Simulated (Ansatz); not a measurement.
The cluster Al2S3, relaxed as a singlet with RKS PBE-D4/def2-SVP in Ansatz, starting from the GFN1-xTB geometry. Force threshold 0.02 eV/Å.

Another isomer (singlet) lies 0.67 eV lower at PBE0-D4/def2-TZVP; other spin states weren't run for this one.

Start:

```xyz
5

Al    1.237   -2.294   -1.133
Al   -0.516    0.953    0.471
S    -0.377   -0.588   -1.159
S     1.056   -0.653    0.540
S    -1.401    2.581    1.282
```

Problem. Estimate the energy that the relaxation releases and the steps that it takes.

Solution. 11.6 kcal/mol, in 18 steps; 12 s on 4 threads of Arm Neoverse V1 on a shared host. No frequencies were taken in this run, so the end may be a saddle point.

Problem. Does the start keep its bonding and symmetry?

Solution. By distances, no bond broke or formed. The bond that changes most is Al1–S3, from 2.35 to 2.54 Å (atoms count from 1). Point group C2v at the start, Cs at the end, both within 0.05 Å.

Problem. Predict the relaxed structure.

Solution. 
Cartesian coordinates in Å:
```
Al 0.0999 -2.2194 -0.1708
Al -0.3059 0.9019 0.2930
S 0.2430 -0.1687 -1.6679
S 1.6772 -0.2351 0.0340
S -1.7142 1.7214 1.5118
```
Bond lengths (bridged metal pairs left out): 5 × Al–S 2.03 to 2.54 Å; 1 × S–S 2.23 Å.
